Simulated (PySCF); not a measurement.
# Ionisation energy of Br⁺ by level of theory

Br⁺ [Ar] 3d10 4s2 4p4 [4p1/2^2 4p3/2^2, M_J = 2] → Br²⁺ [Ar] 3d10 4s2 4p3 [4p1/2^2 4p3/2^1, M_J = 3/2], as a difference of total energies. All numbers are calculated (PySCF 2.14, the two-component X2C-1e Hamiltonian, in x2c-SVPall-2c). Correlated levels: [Ne] frozen. "Screened" scales the spin-orbit matrix elements by Boettger's factors to mimic the two-electron term; Breit and QED terms are absent.

```
                    method  ionisation energy (eV)  error (eV)
           GHF (spin-free)                  20.222      -1.369
          GMP2 (spin-free)                  20.826      -0.765
 GHF (screened spin-orbit)                  20.405      -1.186
GMP2 (screened spin-orbit)                  21.001      -0.590
```

Reference: 21.591 eV (measured; NIST Atomic Spectra Database, ionization energies).

The spin-free rows relax to the high-spin LS determinant and lack the spin-orbit shift.

Errors of the correlated levels include the incompleteness of this basis and the frozen core.

The labels give the starting determinants; with spin-orbit coupling the two ends relaxed to ⟨J²⟩ = 6.01, ⟨L²⟩ = 2.11, ⟨S²⟩ = 1.95 and ⟨J²⟩ = 3.75, ⟨L²⟩ = 0.02, ⟨S²⟩ = 3.72.
